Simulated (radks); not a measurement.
Results of a calculation; reference values are marked as such.
All-electron atom: the holmium ion Ho14+ in [Kr] 4d10 4f6 5s1. Code: a radial shooting solver on a logarithmic mesh with Libxc functionals. Model: Dirac Kohn-Sham, BLYP, spin-unpolarised, spherical densities, finite nucleus; open shells fill j = l - 1/2 first; Fermi nuclear charge, rms radius 5.2022 fm.

Normalised radial functions P(r) = r R(r) (large component), r in bohr:

r	4d5/2
0.001663	0.0000
0.002165	0.0001
0.00282	0.0002
0.003701	0.0003
0.004819	0.0007
0.006275	0.0015
0.008171	0.0031
0.01073	0.0066
0.01397	0.0134
0.01819	0.0268
0.02387	0.0531
0.03108	0.0995
0.04047	0.1783
0.0527	0.3017
0.06917	0.4793
0.09007	0.6777
0.1173	0.8329
0.1527	0.8258
0.2005	0.5168
0.261	-0.1003
0.3399	-0.8474
0.4426	-1.3815
0.5809	-1.4301
0.7564	-1.0459
0.985	-0.5417
1.293	-0.1797
1.684	-0.0365
2.192	-0.0038
2.854	-0.0002

4d5/2: eigenvalue -442.38 eV, 1 radial node at r = 0.252 bohr, <r> = 0.576 bohr, 90 % of the charge inside 0.856 bohr.
